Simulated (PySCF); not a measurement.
Al(F)(Me)(SH) (CH4AlFS), SMILES [CH3][Al]([F])[SH]. Heavy atoms are numbered as in [Al:1]([F:2])([CH3:3])[SH:7]. Hydrogens are named by the atom that carries them.

Geometry optimised at B3LYP-D3(BJ)/def2-SVP. One conformer was computed; it need not be the lowest.

These are B3LYP/pcSseg-1 (PySCF) values and carry that method's errors.

GIAO shieldings, no solvent; atoms alike by connectivity are averaged. δ = σ(ref) − σ: ¹⁹F against CFCl3 (σ = 161.7 ppm); ¹³C against TMS (σ = 181.3 ppm); ¹H against TMS (σ = 31.68 ppm); ³³S against H2S (σ = 695.8 ppm), references at their B3LYP-D3(BJ)/def2-TZVP geometries, non-relativistic.

```tsv
atoms	nucleus	count	δ (ppm)
F2	¹⁹F	1	-144.1
C3 (CH3)	¹³C	1	-9.4
H on S7	¹H	1	___
H on C3	¹H	3	0.10
S7 (SH)	³³S	1	___
```

**Question.** Some entries are withheld; supply them. (The exact figures need the calculation; the answer reports its results.)

**Answer.** 
- S7 (SH), δ (ppm): 8.0
- H on S7, δ (ppm): 0.46
